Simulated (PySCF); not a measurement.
SiI4, SMILES I[Si](I)(I)I.

Geometry optimised at r2SCAN-D4/def2-SVP. The isomer is the one that the SMILES or the coordinates give; other isomers of the formula were not compared. The def2 effective core potentials stand for the cores of I; spin–orbit coupling is left out.

The numbers are results of ωB97X/def2-TZVP run with PySCF, not measurements.

The molecule is in vacuum.

```json
{
 "total_energy": "-1480.68276 hartree",
 "point_group": "Td",
 "highest_occupied_level": "-9.85 eV",
 "lowest_empty_level": "-0.81 eV",
 "orbital_gap": "9.04 eV",
 "dipole_moment": "0.00 D",
 "quadrupole, principal values (traceless, Buckingham form, about the centre of nuclear charge)": "0.00, 0.00, 0.00 D·Å",
 "mean_static_polarisability": "154.2 bohr³ (22.85 Å³)",
 "polarisability_principal_values": "154.2, 154.2, 154.2 bohr³"
}
```
